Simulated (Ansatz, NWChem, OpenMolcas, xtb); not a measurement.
# Redistribution: CH2F2 + C2H4FI → CH2FI + C2H4F2

Species: CH2F2 (difluoromethane) `FCF`, singlet; C2H4FI `CC(F)I`, singlet; CH2FI `FCI`, singlet; C2H4F2 (1,1-difluoroethane) `CC(F)F`, singlet. The partners trade F for I; both sit on C, so the bond types are kept.

Shapes, held fixed at every level: PBE0-D4/def2-TZVP. Programs: Ansatz 0.2.0, NWChem 7.3.0, OpenMolcas 26.06, xtb 6.7.1. A level may come from different programs for different species; with the same settings they agree closely. The zero-point and thermal change to 298 K, harmonic and unscaled (PBE0-D4/def2-TZVP), is -1.0 kJ/mol.

| level | kind | ΔH(298 K) (kJ/mol) | less CCSD(T)/def2-TZVPP |
| --- | --- | --- | --- |
| GFN0-xTB | semi-empirical | -7.7 | -0.3 |
| HF/def2-SVP | Hartree–Fock | -13.3 | -5.9 |
| HF/def2-TZVPP | Hartree–Fock | -13.5 | -6.1 |
| PBE0/def2-SVP | global hybrid | -12.1 | -4.7 |
| B3LYP-D4/def2-TZVPP | global hybrid | -8.7 | -1.3 |
| PBE0-D4/def2-TZVPP | global hybrid | -9.1 | -1.7 |
| CCSD(T)/def2-SVP | coupled cluster or CI | -7.6 | -0.2 |
| CCSD(T)/def2-TZVPP | coupled cluster or CI | -7.4 | 0.0 |

The highest level, CCSD(T)/def2-TZVPP, gives ΔH(298 K) = -7.4 kJ/mol; the levels span -13.5 to -7.4. The column of differences is taken from that level and isn't an error. No measured value is set beside it here. For atoms past krypton def2 sets carry core potentials with scalar relativity. Outer-core shells of I are correlated, in sets that cover them unevenly.
